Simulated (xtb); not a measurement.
Al(Cl)(H)(SeH) (AlClH2Se), SMILES [AlH]([SeH])[Cl]. All values are semi-empirical tight-binding results from xtb (GFN2-xTB unless named), good for trends rather than for accurate numbers. Geometry: GFN2-xTB. One conformer was computed; it need not be the lowest.

Optimised geometry:

```xyz
5

Al     0.0952     0.4784    -0.8748
Cl    -1.8326     0.6773    -1.4405
H      1.1902     1.0383    -1.7806
Se     0.8267    -0.5704     1.0529
H      0.6183     0.6204     1.8436
```
Charge 0, spin multiplicity 1.

The geometry has at least one imaginary mode, so it is a saddle point at that level.

For metal compounds this method's bond lengths and energies can be far off.

The orbital gap is 4.09 eV.

### Question
Give the atomic charges and the Wiberg bond orders between heavy atoms. (Estimate from the structure and the level; the computed values follow.)

### Answer
charges (e) Al1 0.38, Cl2 -0.14, H3 -0.12, Se4 -0.27, H5 0.16. Bond orders Al1–Cl2 1.40, Al1–Se4 1.19.
